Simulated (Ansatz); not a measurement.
Consider the isomerisation: `CC[SiH2][SiH2]F` → `CC(F)[SiH2][SiH3]`.

Isolated molecules relaxed with PBE0-D4/def2-TZVP in Ansatz; ΔE leaves out vibrations. CCSD(T)/CBS adds triple-zeta CCSD(T) − MP2 to the extrapolated MP2 energy (def2 sets, frozen cores). DFT in def2-TZVPP. B3LYP here is the variant with VWN-RPA as its local correlation; programs differ in this. Each species was taken in one conformer, which may not be the lowest.

```tsv
level	ΔE (kJ/mol)	difference from CCSD(T)/CBS
PBE-D4	192.4	-19.6
PBE0-D4	199.9	-12.1
B3LYP-D4	202.3	-9.7
ωB97X-V	200.4	-11.6
B2PLYP	209.5	-2.5
B3LYP	203.4	-8.6
SCS-MP2/def2-TZVPP	215.8	3.8
CCSD/def2-TZVPP	209.7	-2.3
SCS-MP2/def2-QZVPP	219.4	7.4
MP2/CBS(def2)	224.6	12.6
CCSD(T)/CBS	212.0	0
```

Largest T1 diagnostic among the species: 0.012.

From PBE to PBE0 (25 % exact exchange), in def2-TZVPP and without D4, ΔE moves by +7.4 kJ/mol.
